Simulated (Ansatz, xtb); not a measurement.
## Two structures of CBrGe−

We compare I, `[Ge-]#[C]Br`, a singlet, with II, a singlet given by its coordinates. Both are isolated ions in the gas phase, relaxed with B3LYP-D3(BJ)/def2-SVPD.

I (Å):

| atom | x (Å) | y (Å) | z (Å) |
| --- | --- | --- | --- |
| C | 0.0000 | 0.0000 | -0.0528 |
| Br | 0.0000 | 0.0000 | 1.8336 |
| Ge | 0.0000 | 0.0000 | -1.7808 |

II (Å):

```xyz
3

C     0.5484    0.9320    0.2466
Br    0.5155   -1.0766    1.3501
Ge    0.4674   -0.2008   -1.2091
```

Close contacts (Å): C1–Br2 2.29, C1–Ge3 1.85, Br2–Ge3 2.71.

**Question.** Estimate E(II) − E(I) at the level CCSD(T)/def2-TZVPPD.

**Answer.** Calculated at CCSD(T)/def2-TZVPPD: E(II) − E(I) = +22.5 kcal/mol, so structure I lies lower.

How the difference moves with the method:

```csv
level,geometry,E(II) − E(I) (kcal/mol),departure from the last row (kcal/mol),"job, with rough time for the two"
B3LYP-D3(BJ)/def2-SVPD,B3LYP-D3(BJ)/def2-SVPD,+20.3,−2.3,"optimisation, 2.5 min"
HF/def2-TZVPPD,B3LYP-D3(BJ)/def2-SVPD,+13.1,−9.4,part of the CCSD(T) run
MP2/def2-TZVPPD,B3LYP-D3(BJ)/def2-SVPD,+31.9,+9.4,part of the CCSD(T) run
CCSD(T)/def2-TZVPPD,B3LYP-D3(BJ)/def2-SVPD,+22.5,,"single point, 2.9 min"
```

The levels shown agree on the order. The largest departure from CCSD(T)/def2-TZVPPD is that of HF/def2-TZVPPD, 9.4 kcal/mol. Levels run at GFN2-xTB geometries aren't shown.

With harmonic frequencies from B3LYP-D3(BJ)/def2-SVPD (ideal gas, rigid rotor, one conformer each, 600 K, 1 atm): the zero-point term adds −0.9 kcal/mol; ΔH is +21.6 and ΔG +18.1 kcal/mol.

The correlated steps freeze 19 core orbitals; the filled d shell of Br and Ge is correlated, in a basis made for valence electrons. Run with Ansatz 0.2.0; the last row on 2 threads of Intel(R) Xeon(R) Processor @ 2.50GHz (Skylake/Cascade Lake) on a shared host.
